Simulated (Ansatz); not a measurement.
Geometry optimisation, Ansatz 0.2.0, RKS PBE-D4/def2-SVP.

Input:

```yaml
crystal:
  periodic: [false, false, false]
  atoms:
    - { symbol: B, position_ang: [0.0, 0.0, 0.0] }
    - { symbol: C, position_ang: [0.0, 0.0, 1.6] }
    - { symbol: H, position_ang: [-0.9996, -0.3092, 1.9705] }
    - { symbol: H, position_ang: [0.7676, -0.7111, 1.9705] }
    - { symbol: H, position_ang: [0.232, 1.0203, 1.9705] }
    - { symbol: C, position_ang: [1.3856, 0.0, -0.8] }
    - { symbol: H, position_ang: [1.7152, -1.0462, -0.9702] }
    - { symbol: H, position_ang: [1.2491, 0.508, -1.7774] }
    - { symbol: H, position_ang: [2.1552, 0.5381, -0.2082] }
    - { symbol: F, position_ang: [-1.1431, 0.0, -0.66] }
basis:
  gaussian: { orbitals: def2-SVP }
hamiltonian:
  xc: pbe
  dispersion: d4
relax:
  f_tol: 0.02
  max_steps: 40
```

Run as:

```bash
$ ansatz run input.yaml --threads 1 --pin off --max-ram 2048MiB --backend cpu --events-out ev --progress --plain --runs-dir out
```

Problem. Where does it end, and by what steps?

Solution. It converged. After 8 steps the energy has fallen by 0.077 eV; H4 moved furthest, 0.15 Å.

| step | energy less start (eV) | largest force component (eV/Å) | accepted |
| --- | --- | --- | --- |
| 0 | 0.0000 | 1.649 | yes |
| 1 | -0.0608 | 0.698 | yes |
| 2 | -0.0753 | 0.117 | yes |
| 3 | -0.0759 | 0.092 | yes |
| 4 | -0.0770 | 0.022 | yes |
| 5 | -0.0770 | 0.079 | yes |
| 6 | -0.0773 | 0.024 | yes |
| 7 | -0.0773 | 0.020 | yes |
| 8 | -0.0774 | 0.008 | yes |

```xyz
10
Properties=species:S:1:pos:R:3
B 0.050 0.017 0.029
C -0.022 -0.027 1.600
H -0.987 -0.409 1.987
H 0.816 -0.592 2.055
H 0.084 1.021 1.967
C 1.380 0.017 -0.811
H 1.638 -1.046 -1.024
H 1.274 0.520 -1.793
H 2.245 0.442 -0.263
F -1.115 0.057 -0.651
```

Run time: 23 s on 1 thread of Arm Neoverse V1, on a shared host, peak memory 0.12 GiB.
